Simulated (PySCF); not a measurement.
BClGeH3, BCl2GeH, ClGeH4NSi (calculated)

All values are calculated (PySCF 2.14.0). Calculation on a computer-drawn molecule: the log of a Hartree-Fock and frozen-core CCSD(T) single point meant for a local Hartree-Fock minimum, with one planted fault or none, to be diagnosed. Offsets are logged minus clean, where the clean run is the same molecule without the fault. The reference is restricted for singlets and unrestricted otherwise, and also for a bond in bohr or an excited solution. Adding or removing an electron swaps singlet and doublet. The excited solution moves the top pair (singlet) or top alpha electron (doublet) to the lowest empty orbital. Highest occupied and lowest empty are orbital energies over both spins, largest force is the largest gradient component, triples share is (T) over the correlation energy, the T1 limit is 0.02 restricted and 0.045 unrestricted, electrons count all cores, a negative frequency is imaginary (commonest isotopes), and the dipole is about the centre of nuclear charge; on germanium a core potential holds 10 electrons, which the energies leave out, and 3d is frozen in MP2 and coupled-cluster steps.

Common to all runs: meant multiplicity 1; meant basis cc-pV(D+d)Z; meant basis and core potential on germanium cc-pVDZ-PP ECP10MDF; logged SCF converged yes; possible faults no fault, one electron removed, one electron added, multiplicity raised by two, geometry at a saddle point, SCF held on an excited solution, minimal basis STO-3G, one bond length entered in bohr, all coordinates scaled.

(1) 
```xyz
6
formula=BClGeH3 meant_charge=1 logged_electrons=56 logged_basis_functions=75 logged_spin_squared=0 logged_highest_occupied=-16.305 logged_lowest_empty=-5.9851 logged_largest_force=0.055891 logged_T1_diagnostic=0.018931 logged_D1_diagnostic=0.062472 logged_triples_share=0.031112 logged_CC_converged=yes logged_dipole_magnitude=4.3607 logged_SCF_stable_within_its_kind=yes logged_energy_HF=-779.00583 logged_energy_CCSD(T)=-779.35596 planted_fault=all_coordinates_scaled,by_+9.8_% HF_energy_offset_from_clean_run=24.34 CCSD(T)_energy_offset_from_clean_run=19.84
Cl    -1.3262    -0.8091    -1.6016
B     -0.3101    -1.4146    -0.1376
Ge    -1.5435    -2.1689     1.6696
H      0.9896    -1.4308    -0.0916
H     -2.0539    -3.7481     1.8239
H     -2.0546    -1.1703     2.9024
```

Units: logged_highest_occupied, logged_lowest_empty in eV; logged_largest_force in hartree/bohr; logged_dipole_magnitude in debye; logged_energy_HF, logged_energy_CCSD(T) in hartree; HF_energy_offset_from_clean_run, CCSD(T)_energy_offset_from_clean_run in kcal/mol.

Drawn bonds:
```csv
atom,other atom,order
1,2,1
2,3,1
2,4,1
3,5,1
3,6,1
```

(2) 
```xyz
5
formula=BCl2GeH meant_charge=0 logged_electrons=72 logged_basis_functions=88 logged_spin_squared=1.1613 logged_highest_occupied=-8.7245 logged_lowest_empty=-0.72029 logged_largest_force=0.010765 logged_T1_diagnostic=0.05223 logged_D1_diagnostic=0.24762 logged_triples_share=0.031303 logged_CC_converged=yes logged_dipole_magnitude=1.4784 logged_SCF_stable_within_its_kind=yes logged_energy_HF=-1237.57424 logged_energy_CCSD(T)=-1238.03958 planted_fault=one_bond_length_entered_in_bohr,row_1_of_the_drawn_bonds HF_energy_offset_from_clean_run=78.21 CCSD(T)_energy_offset_from_clean_run=94.13
Cl    -2.2412     0.0592     0.6489
B      0.8456     0.1755     1.9209
Cl     1.3217     1.6254     2.8134
Ge     2.1658    -1.4718     1.7325
H      2.7460    -0.8837     0.3829
```

Units: logged_highest_occupied, logged_lowest_empty in eV; logged_largest_force in hartree/bohr; logged_dipole_magnitude in debye; logged_energy_HF, logged_energy_CCSD(T) in hartree; HF_energy_offset_from_clean_run, CCSD(T)_energy_offset_from_clean_run in kcal/mol.

Drawn bonds:
```csv
atom,other atom,order
1,2,1
2,3,1
2,4,1
4,5,1
```

Notes: T1 above single-reference limit.

(3) 
```xyz
8
formula=ClGeH4NSi meant_charge=0 logged_electrons=74 logged_basis_functions=103 logged_spin_squared=0 logged_highest_occupied=-3.522 logged_lowest_empty=-4.7306 logged_largest_force=0.29444 logged_CC_converged=no logged_dipole_magnitude=8.1028 logged_SCF_stable_within_its_kind=no logged_energy_HF=-1098.11634
Cl    -1.1650     2.3976     1.1490
Si     0.7815     1.7756     1.1235
N      1.3530     0.4400     0.5965
Ge     1.0869    -1.1859    -0.1709
H      1.5759     2.8499     1.7115
H      1.5885    -2.2699     0.7883
H      1.8849    -1.2493    -1.4769
H     -0.3972    -1.4361    -0.4778
```

Units: logged_highest_occupied, logged_lowest_empty in eV; logged_largest_force in hartree/bohr; logged_dipole_magnitude in debye; logged_energy_HF in hartree.

Drawn bonds:
```csv
atom,other atom,order
1,2,1
2,3,2
3,4,1
2,5,1
4,6,1
4,7,1
4,8,1
```

Notes: CCSD not converged.

Question: Which fault was planted in the run of ClGeH4NSi (entry 3)?
Answer: SCF held on an excited solution

Further results for ClGeH4NSi (entry 3):

- HF energy offset from clean run: 317 kcal/mol
